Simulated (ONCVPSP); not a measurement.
**What the settings do to the ONCV potential of La (Z = 57)**

Base potential:

| Quantity | Value |
| --- | --- |
| Element | lanthanum |
| Generator | ONCVPSP 4.0.1 |
| Type | optimised norm-conserving Vanderbilt (ONCV) |
| Functional | LDA (Perdew-Zunger) |
| Relativity | fully relativistic |
| Frozen core | [Kr] 4d10 |
| Valence charge | 11 |
| Reference configuration | 5s2 5p6 5d1 6s1 (charge +1) |
| Partial waves | 5s+6s: rc 2.65 bohr, ncon 3, nbas 6, qcut 5 1/bohr, 3 projectors, debl 3.2 Ha; 5p: rc 1.75 bohr, ncon 4, nbas 9, qcut 5.7 1/bohr, 2 projectors, debl 3.1 Ha; 5d: rc 3.70 bohr, ncon 4, nbas 9, qcut 4.9 1/bohr, 2 projectors, debl 1.5 Ha; f scattering state at 0.28 Ha: rc 3.30 bohr, ncon 5, nbas 8, qcut 3.9 1/bohr, 2 projectors, debl 2.5 Ha |
| Local potential | polynomial inside 1.35 bohr (lpopt 4, dvloc0 0 Ha) |
| Core correction | Teter function fitted to the true core (icmod 2), fcfact 0.45 |

Open shells are filled in proportion to 2j + 1.

In the f channel the program set the typed energies aside and used -0.381, 2.119 Ha (j = l + 1/2; the other j can differ).

All-electron outer shells of the reference configuration (LDA (Perdew-Zunger), scalar-relativistic, ld1.x):

```json
{"shell": "5s", "level (eV)": "-44.96", "outermost node (bohr)": "0.77", "outermost maximum (bohr)": "1.41"}
{"shell": "5p", "level (eV)": "-28.34", "outermost node (bohr)": "0.83", "outermost maximum (bohr)": "1.58"}
{"shell": "5d", "level (eV)": "-8.69", "outermost node (bohr)": "0.95", "outermost maximum (bohr)": "2.19"}
{"shell": "6s", "level (eV)": "-8.60", "outermost node (bohr)": "1.85", "outermost maximum (bohr)": "3.56"}
```

Cutoffs, loose and tight: the cutoffs (Ha) at which the residual kinetic energy of the hardest occupied pseudo-wave falls to 1 and 0.1 mHa per electron. They do not see the model core or the augmentation charge, which bear on the density cutoff. Test errors are all-electron minus pseudo excitation energies from the reference, over the configurations 5s2 5p6 5d1 6s2; 5s2 5p6 5d1 6s0; 5s2 5p6 5d0 6s0; 5s2 5p6 5d1 6s0 6p2. A dash means not determined; rows that change the core or the reference have their own tests.

| change | outcome | cutoff, loose | cutoff, tight | bound ghosts | GHOST(+) flags above zero | largest test error (meV) |
| --- | --- | --- | --- | --- | --- | --- |
| base | generated, projector energies reset by the program | 14 Ha | 23 Ha | none | s, p3/2 | +4.8 |
| s: rc 3.86 | generated, projector energies reset by the program | 14 Ha | 23 Ha | none | s, p3/2 | -5.4 |
| local potential polynomial inside 1.35 bohr (lpopt 4, dvloc0 8.5 Ha) | generated, projector energies reset by the program | 14 Ha | 23 Ha | none | none | +4.8 |
| functional revPBE | generated, projector energies reset by the program | 14 Ha | 22 Ha | none | s, p3/2 | +4.9 |
| s: qcut 5.5 | generated, projector energies reset by the program | 14 Ha | 23 Ha | none | s, p3/2 | +5.0 |
| core [Xe], valence charge 3; reference 5d1 6s2; waves now 6s: rc 3.30 bohr, ncon 4, nbas 8, qcut 1.9 1/bohr, 2 projectors, debl 1.2 Ha; p scattering state at 0.4 Ha: rc 3.65 bohr, ncon 3, nbas 7, qcut 2.7 1/bohr, 3 projectors, debl 1.2 Ha; 5d: rc 3.00 bohr, ncon 4, nbas 9, qcut 4.7 1/bohr, 2 projectors, debl 1.8 Ha; f scattering state at 0.14 Ha: rc 3.20 bohr, ncon 3, nbas 7, qcut 3.9 1/bohr, 3 projectors, debl 3.9 Ha; local potential polynomial inside 2.55 bohr (lpopt 1, dvloc0 -1 Ha) | failed: ERROR pspot: first pseudo wave function has node, program will stop | – | – | – | – | – |
| reference 5s2 5p6 5d2 6s1 | generated, projector energies reset by the program | 14 Ha | 22 Ha | none | s, p3/2 | +1499 |
| core correction Teter function fitted to the true core (icmod 2), fcfact 0.48 | generated, projector energies reset by the program | 14 Ha | 23 Ha | none | s, p3/2 | +4.8 |
